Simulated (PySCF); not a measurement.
# Electron correlation in Ne (neon, neutral)

[Ne], closed-shell 1S. Calculation: PySCF 2.14, in cc-pVDZ (3s2p1d, 14 functions); no relativity, point nucleus. Frozen: 1s2; 8 electrons correlated.

MP2 pair energies summed by pair of shells (mhartree):

| pair | energy | share (%) |
| --- | --- | --- |
| 2p-2p | -140.14 | 75.5 |
| 2s-2p | -38.11 | 20.5 |
| 2s-2s | -7.27 | 3.9 |

Total MP2 correlation energy: -185.52 mhartree.

Same-spin part -50.78 and opposite-spin part -134.75 mhartree; SCS-MP2 scales them by 1/3 and 6/5 to -178.62 mhartree.

```csv
level,correlation energy (mhartree)
CCSD,-189.02
(T),-1.04
CCSD(T),-190.06
```

Diagnostics: T1 = 0.0023, D1 = 0.0036, largest double amplitude 0.042.

Cost of the coupled-cluster step: 0.04 s of wall time on 1 thread of Neoverse-V2 (shared host), for 8 correlated electrons.
